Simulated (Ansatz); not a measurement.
Reaction (redistribution): `[SiH3]CBC=S` + `[AlH2][SiH2]S` → `S=CBS` + `[AlH2][SiH2]C[SiH3]`

Computed with Ansatz on PBE0-D4/def2-TZVP structures; ΔE is electronic, products minus reactants. CCSD(T)/CBS adds triple-zeta CCSD(T) − MP2 to the extrapolated MP2 energy (def2 sets, frozen cores). This one scheme is used for every species. DFT in def2-TZVPP. B3LYP here is the variant with VWN-RPA as its local correlation; programs differ in this. Each species was taken in one conformer, which may not be the lowest.

`[SiH3]CBC=S`:

Cartesian coordinates in Å:
```
Si 0.640 1.291 -0.895
C -0.788 0.098 -0.573
B -0.286 -1.161 0.179
C -0.258 -1.248 1.715
S 1.203 -0.701 2.152
H 0.177 2.342 -1.844
H 1.070 1.953 0.361
H 1.795 0.581 -1.501
H -1.555 0.669 -0.040
H -1.160 -0.168 -1.568
H 0.168 -2.090 -0.429
H -1.007 -1.566 2.441
```

`[AlH2][SiH2]S`:

Cartesian coordinates in Å:
```
Al -1.595 0.559 0.687
Si 0.383 -0.565 -0.241
S 1.890 0.939 -0.535
H -1.584 2.123 0.957
H -2.893 -0.294 1.017
H 0.076 -1.245 -1.534
H 0.892 -1.630 0.674
H 2.831 0.114 -1.026
```

`S=CBS`:

```xyz
7

S     0.477   -0.528    1.894
C    -0.439    0.288    0.845
B    -0.267    0.276   -0.724
S     0.983   -0.681   -1.507
H    -1.244    0.901    1.255
H    -0.989    0.923   -1.419
H     1.480   -1.179   -0.345
```

`[AlH2][SiH2]C[SiH3]`:

Z-matrix (Å, degrees):
```
Si
C 1 1.909
Al 1 2.466 2 98.7
H 1 1.492 2 110.0 3 123.7
H 1 1.492 2 107.5 3 -120.2
Si 2 1.853 1 104.2 3 37.4
H 2 1.092 1 114.0 3 160.6
H 2 1.095 1 108.7 3 -78.5
H 3 1.589 1 123.3 2 -115.1
H 3 1.593 1 116.3 2 72.0
H 6 1.486 2 117.4 1 -164.7
H 6 1.531 2 107.2 1 -48.7
H 6 1.483 2 112.6 1 65.8
```

(1) Is it downhill or uphill in electronic energy at CCSD(T)/CBS, and by how much? (Estimate.)

(2) What do these levels give: B3LYP-D4, PBE0, B3LYP, SCS-MP2/def2-TZVPP, CCSD(T)/def2-TZVPP, MP2/CBS(def2)? (An estimate is asked.)

Largest T1 diagnostic among the species: 0.017.

## Answers

(1) Ansatz gave: Downhill: ΔE = -6.1 kcal/mol.

(2) Ansatz gave: B3LYP-D4 -5.1, PBE0 -6.2, B3LYP -3.9, SCS-MP2/def2-TZVPP -5.9, CCSD(T)/def2-TZVPP -6.9, MP2/CBS(def2) -6.1 kcal/mol.

In def2-TZVPP, CCSD(T) changes the Hartree–Fock value by −7.8 kcal/mol (the triples alone add −1.3 kcal/mol) and MP2 by −7.8 kcal/mol. The D4 term adds −1.3 kcal/mol with B3LYP and −0.6 kcal/mol with PBE0; it sums over pairs of atoms, weighted by their polarisabilities, and B3LYP, whose exchange is more repulsive, gets the larger term.
